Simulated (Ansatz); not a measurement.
Stepwise reaction of `Cl[SiH2]S[SiH](Cl)Cl` with hydrogen, as a gas-phase model of exchange steps in deposition or etching. ΔE in kJ/mol.

Gas-phase electronic energies from Ansatz, PBE0-D4/def2-TZVP geometries. CCSD(T)/CBS is the MP2 limit (def2-TZVPP, def2-QZVPP) plus CCSD(T) − MP2 in def2-TZVPP, frozen cores. This one scheme is used for every species. Functionals use def2-TZVPP. B3LYP here is the variant with VWN-RPA as its local correlation; programs differ in this. One conformer a species, not always the lowest.

```csv
step,reaction,PBE-D4,B3LYP-D4,ωB97M-V,CCSD(T)/CBS
1,`Cl[SiH2]S[SiH](Cl)Cl` + H₂ → `Cl[SiH2]S[SiH2]Cl` + HCl,78.5,76.9,76.8,75.5
2,`Cl[SiH2]S[SiH2]Cl` + H₂ → `[SiH3]S[SiH2]Cl` + HCl,79.0,78.7,78.8,78.3
```

(1) By hand: ΔE of the 2 steps together at CCSD(T)/CBS.

## Answers

(1) (75.5) + (78.3) = 153.8 kJ/mol, or 76.9 kJ/mol a step.

In ΔE the steps differ by no more than 2.8 kJ/mol. All are uphill at CCSD(T)/CBS. PBE-D4 differs from CCSD(T)/CBS by 0.7 to 3.0 kJ/mol a step. Isolated molecules leave out the surface, adducts and barriers. Largest T1 diagnostic: 0.011.
